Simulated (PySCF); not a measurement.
# Reading the logs of faulty runs: BFH4NSi anion

These are calculations, not measurements. The program is PySCF 2.14.0, an open-source quantum chemistry code, run on an isolated molecule that a program drew, which may never have been made. The molecule is BFH4NSi anion (charge -1, singlet), drawn as the SMILES string `F[BH2-]N=[SiH2]`.

Each row is a Hartree-Fock (HF) and frozen-core CCSD(T) single point in the aug-cc-pV(D+d)Z basis, meant for a local HF minimum. Run 1 is clean. Each other run has one planted mistake out of seven kinds, and not every kind appears here: one electron removed, one electron added, multiplicity raised by two, geometry at a saddle point, minimal basis STO-3G, one bond length entered in bohr, all coordinates scaled. The reference is restricted for singlets and unrestricted otherwise, and also for a bond in bohr. Adding or removing an electron swaps singlet and doublet. Electrons count all cores. HOMO and LUMO are orbital energies over both spins, the gradient is its largest component, and the lowest frequency (negative if imaginary) is given only where the gradient is small. Bond lengths are over the 7 bonds as drawn. T1 is the CCSD diagnostic: over 0.02 (restricted) or 0.045 (unrestricted) a single reference is doubtful.

Geometry of the clean run:
```xyz
8
BFH4NSi anion, angstrom
F    -2.2742   -0.3719   -1.5431
B    -0.9658    0.3256   -1.5547
N    -0.7082    1.0275   -0.2193
Si   -1.5696    1.1176    1.0899
H    -0.9903    1.1622   -2.4753
H    -0.0836   -0.5268   -1.7623
H    -2.9005    0.5356    1.4037
H    -1.0964    1.8732    2.2784
```

| run | electrons | basis functions | <S^2> | HOMO (eV) | LUMO (eV) | gradient (hartree/bohr) | lowest frequency (cm^-1) | mean bond (Å) | longest bond (Å) | T1 | HF (hartree) | CCSD(T) (hartree) | mistake |
|---|---|---|---|---|---|---|---|---|---|---|---|---|---|
| 1 | 40 | 137 | 0.000 | -3.98 | 3.58 | 1.8e-05 | 104 | 1.4347 | 1.570 | 0.0182 | -469.88253 | -470.54883 | no fault |
| 2 | 40 | 137 | 0.585 | -2.24 | 3.48 | 5.3e-02 | - | 1.5929 | 2.351 | 0.0575 | -469.79865 | -470.46248 | one bond length entered in bohr |
| 3 | 40 | 137 | 2.029 | -2.00 | 3.78 | 1.2e-01 | - | 1.4347 | 1.570 | 0.0282 | -469.82829 | -470.44820 | multiplicity raised by two |
| 4 | 40 | 28 | 0.000 | -0.16 | 13.50 | 4.3e-02 | - | 1.4347 | 1.570 | 0.0112 | -463.92331 | -464.14428 | minimal basis STO-3G |
| 5 | 40 | 137 | 0.000 | -4.01 | 3.58 | 1.2e-02 | - | 1.4534 | 1.590 | 0.0185 | -469.88126 | -470.55046 | ? |

**Which mistake was planted in run 5, and what did it cost?**

The mean and the longest bond both change by the same factor, 1.013, and the gradient is no longer small. So the mistake is: all coordinates scaled. Subtracting run 1 and multiplying by 627.51 kcal/mol a hartree, the energy moved by 0.8 kcal/mol in HF and -1.0 kcal/mol in CCSD(T).

Cautions from the logs. Run 2: T1 is over the limit, so its CCSD(T) energy is less reliable.
